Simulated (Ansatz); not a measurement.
Geometry optimisation, UKS LDA/def2-SVP in Ansatz 0.2.0.

input.yaml

```yaml
crystal:
  periodic: [false, false, false]
  atoms:
    - { symbol: C, position_ang: [-1.3199, 0.4539, 1.7673] }
    - { symbol: C, position_ang: [-0.6562, 0.4015, 0.6284] }
    - { symbol: C, position_ang: [-0.9693, 1.305, -0.553] }
    - { symbol: Al, position_ang: [0.79, -1.0081, 0.4475] }
    - { symbol: C, position_ang: [1.7359, -1.2144, -1.2667] }
    - { symbol: H, position_ang: [-2.1477, 1.2641, 1.8565] }
    - { symbol: H, position_ang: [-1.16, -0.1689, 2.5944] }
    - { symbol: H, position_ang: [0.0047, 1.4257, -1.1835] }
    - { symbol: H, position_ang: [-1.7546, 0.8881, -1.1047] }
    - { symbol: H, position_ang: [-1.2304, 2.3182, -0.1694] }
    - { symbol: H, position_ang: [0.9842, -2.0164, 1.6869] }
    - { symbol: H, position_ang: [2.4626, -2.0477, -1.147] }
    - { symbol: H, position_ang: [2.2472, -0.2451, -1.4629] }
    - { symbol: H, position_ang: [1.0007, -1.3851, -2.0648] }
magnetization:
  spin_polarized: true
basis:
  gaussian: { orbitals: def2-SVP }
hamiltonian:
  xc: lda
relax:
  f_tol: 0.02
  max_steps: 50
```

Launched with:

```bash
$ ansatz run input.yaml --threads 4 --pin off --max-ram 5120MiB --backend cpu --events-out ev --progress --plain --runs-dir out
```

**Question.** Where does it end, and by what steps?

**Answer.** The forces met the threshold. The force dipped under the threshold on the way, but the program's further checks kept it going. After 17 steps the energy has fallen by 0.452 eV; H8 moved furthest, 0.60 Å.

```tsv
step	energy less start (eV)	largest force component (eV/Å)	accepted
0	0.0000	3.571	yes
1	-0.3587	0.969	yes
2	-0.3701	0.462	yes
3	-0.3728	1.004	yes
4	-0.4304	0.241	yes
5	-0.4409	0.088	yes
6	-0.4441	0.071	yes
7	-0.4472	0.078	yes
8	-0.4485	0.076	yes
9	-0.3497	2.230	no
10	-0.4498	0.086	yes
11	-0.4503	0.102	yes
12	-0.4507	0.040	yes
13	-0.4511	0.016	yes
14	-0.4513	0.015	yes
15	-0.4515	0.027	yes
16	-0.4516	0.018	yes
17	-0.4517	0.009	yes
```

```xyz
14
Properties=species:S:1:pos:R:3
C -1.229 0.490 1.768
C -0.630 0.419 0.562
C -0.990 1.359 -0.538
Al 0.702 -0.995 0.418
C 1.704 -1.299 -1.222
H -2.012 1.248 1.992
H -0.970 -0.204 2.592
H -0.105 1.940 -0.887
H -1.355 0.817 -1.440
H -1.777 2.088 -0.238
H 0.913 -1.874 1.749
H 2.336 -2.212 -1.200
H 2.376 -0.434 -1.427
H 1.024 -1.371 -2.100
```

Whether the end is a true minimum wasn't checked by a vibrational analysis.

Run time: 34 s on 4 CPU threads of a shared host.
